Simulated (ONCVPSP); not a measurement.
S ONCV: all-electron and pseudo phase curves

ONCVPSP 4.0.1 input, shortened (lines: element, Z, core and valence counts, functional; n l f; lmax; l rc ep ncon nbas qcut; lloc lpopt rc5 dvloc0; l nproj debl; icmod fcfact rcfact), PBE, scalar-relativistic:

```
  S 16.00    3    2        4      upf
    1    0    2.00
    2    0    2.00
    2    1    6.00
    3    0    1.75
    3    1    4.25
    2
    0    1.35    0.00    4    7    5.40
    1    1.70    0.00    5    8    4.50
    2    1.65    0.38    3    6    6.80
    4    5    1.10   -1.00
    0    2    0.50
    1    2    3.70
    2    1    2.10
    0    0.00    0.00
```

In the s channel the program set the typed energies aside and used -0.641, 0.250 Ha.

The phase is arctan(r·R′/R) of the radial function R(r), unwrapped; energies in Ha, scanned from -2 to 5 Ha. A pole is an energy at which the radial function vanishes at the test radius. The pseudo phase is shifted by a multiple of π to meet the all-electron one at the reference energy, and phase errors are pseudo minus all-electron; the curves can meet again beyond the range given. Levels narrower than the energy grid can be missing from the lists of poles.

```csv
channel,radius (bohr),reference energy (Ha),"poles, all-electron","poles, pseudo",unbroken range about the reference energy with phases within 0.05 rad,phase error 1 Ha above the reference energy (rad)
s,1.37,-0.64,3.40,3.22,below 4.0,+0.000
p,1.72,-0.26,1.58,1.58,the whole range,-0.000
d,1.67,0.38,2.20,2.29,below 3.2,+0.005
```

Note: no bound ghost flagged; GHOST(+) flagged for s at 124.0 eV.

Phases in the d channel:

| E (Ha) | all-electron | pseudo |
| --- | --- | --- |
| -1.98 | 1.158 | 1.159 |
| -1.80 | 1.132 | 1.133 |
| -1.62 | 1.101 | 1.103 |
| -1.44 | 1.064 | 1.066 |
| -1.26 | 1.019 | 1.021 |
| -1.08 | 0.964 | 0.966 |
| -0.90 | 0.893 | 0.895 |
| -0.72 | 0.801 | 0.803 |
| -0.54 | 0.677 | 0.680 |
| -0.36 | 0.510 | 0.513 |
| -0.18 | 0.284 | 0.286 |
| 0.00 | -0.004 | -0.002 |
| 0.18 | -0.322 | -0.321 |
| 0.36 | -0.615 | -0.615 |
| 0.54 | -0.850 | -0.849 |
| 0.72 | -1.025 | -1.024 |
| 0.90 | -1.155 | -1.153 |
| 1.08 | -1.253 | -1.250 |
| 1.26 | -1.330 | -1.326 |
| 1.44 | -1.392 | -1.386 |
| 1.62 | -1.443 | -1.436 |
| 1.80 | -1.488 | -1.479 |
| 1.98 | -1.527 | -1.516 |
| 2.16 | -1.563 | -1.549 |
| 2.34 | -1.597 | -1.580 |
| 2.52 | -1.631 | -1.609 |
| 2.70 | -1.664 | -1.637 |
| 2.88 | -1.699 | -1.665 |
| 3.06 | -1.738 | -1.694 |
| 3.24 | -1.780 | -1.724 |
| 3.42 | -1.831 | -1.757 |
| 3.60 | -1.892 | -1.792 |
| 3.78 | -1.971 | -1.833 |
| 3.96 | -2.079 | -1.881 |
| 4.14 | -2.235 | -1.940 |
| 4.32 | -2.469 | -2.013 |
| 4.50 | -2.818 | -2.108 |
| 4.68 | -3.255 | -2.237 |
| 4.86 | -3.651 | -2.416 |
